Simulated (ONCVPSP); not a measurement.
Logarithmic derivatives: osmium, ONCV

ONCVPSP 4.0.1 input, shortened (lines: element, Z, core and valence counts, functional; n l f; lmax; l rc ep ncon nbas qcut; lloc lpopt rc5 dvloc0; l nproj debl; icmod fcfact rcfact), PBE, scalar-relativistic:

```
  Os 76.00   11    4        4      upf
    1    0    2.00
    2    0    2.00
    2    1    6.00
    3    0    2.00
    3    1    6.00
    3    2   10.00
    4    0    2.00
    4    1    6.00
    4    2   10.00
    4    3   14.00
    5    0    2.00
    5    1    6.00
    5    2    6.00
    6    0    1.75
    6    1    0.25
    2
    0    2.60    0.00    4    8    2.40
    1    2.05    0.00    4    8    8.20
    2    1.95    0.00    4    9    7.90
    4    5    1.40    1.00
    0    3    1.40
    1    2    2.10
    2    3    2.60
    0    0.00    0.00
```

The phase is arctan(r·R′/R) of the radial function R(r), unwrapped; energies in Ha, scanned from -3 to 5 Ha. A pole is an energy at which the radial function vanishes at the test radius. The pseudo phase is shifted by a multiple of π to meet the all-electron one at the reference energy, and phase errors are pseudo minus all-electron; the curves can meet again beyond the range given. Levels narrower than the energy grid can be missing from the lists of poles.

For each channel, where are the poles, and over which energies does the pseudopotential scatter like the atom?

```csv
channel,radius (bohr),reference energy (Ha),"poles, all-electron","poles, pseudo",unbroken range about the reference energy with phases within 0.05 rad,phase error 1 Ha above the reference energy (rad)
s,2.64,-0.24,0.84,0.84,the whole range,+0.000
p,2.08,-0.06,"-1.71, 4.02","-1.71, 3.96",the whole range,-0.001
d,1.98,-0.25,0.59,0.59,the whole range,-0.000
```

Note: no bound ghost flagged; GHOST(+) flagged for s at 0.18 eV.

Phases in the d channel:

| E (Ha) | all-electron | pseudo |
| --- | --- | --- |
| -2.98 | 1.286 | 1.286 |
| -2.54 | 1.246 | 1.246 |
| -2.10 | 1.187 | 1.187 |
| -1.66 | 1.083 | 1.083 |
| -1.22 | 0.854 | 0.854 |
| -0.78 | 0.132 | 0.132 |
| -0.34 | -0.992 | -0.992 |
| 0.10 | -1.392 | -1.392 |
| 0.54 | -1.558 | -1.558 |
| 0.98 | -1.665 | -1.665 |
| 1.42 | -1.764 | -1.764 |
| 1.86 | -1.892 | -1.892 |
| 2.30 | -2.120 | -2.120 |
| 2.74 | -2.694 | -2.694 |
| 3.18 | -3.709 | -3.709 |
| 3.62 | -4.211 | -4.211 |
| 4.06 | -4.408 | -4.408 |
| 4.50 | -4.509 | -4.509 |
| 4.94 | -4.572 | -4.572 |
